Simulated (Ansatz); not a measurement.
CH₂Cl (SMILES [CH2]Cl), doublet, geometry from GFN2-xTB. Base run: PBE/3-21G run with Ansatz (an electronic-structure program).

Geometry (Å):
```xyz
4

C      0.0013    -0.2132    -1.0780
Cl    -0.0007     0.1119     0.5661
H      0.9427    -0.3082    -1.5771
H     -0.9390    -0.3157    -1.5778
```
Charge 0, spin multiplicity 2.
Orbitals are unrestricted.
All else is at Ansatz's defaults.

Variants of this job, named by their change:

| change | E (Eh) | SCF-reference <S^2> |
|---|---|---|
| base | -496.74090 | 0.753 |
| functional = hse06 | -496.78152 | 0.754 |
| functional = b3lyp5 | -496.91313 | 0.753 |
| functional = PBE-QIDH | -496.62798 | 0.758 |
| functional = BHLYP | -496.97276 | 0.755 |
| functional = blyp | -496.95872 | 0.752 |
| functional = pbe0 | -496.79179 | 0.754 |
| functional = SVWN5 | -495.12613 | 0.752 |
| functional = B2GP-PLYP | -496.68676 | 0.757 |
| functional = cam_b3lyp | -496.97732 | 0.754 |
| functional = r2scan | -496.91277 | 0.755 |
| functional = B2PLYP | -496.75762 | 0.756 |
| functional = B97M-V | -496.86304 | 0.754 |

Totals shift with the method and basis; they matter in differences.
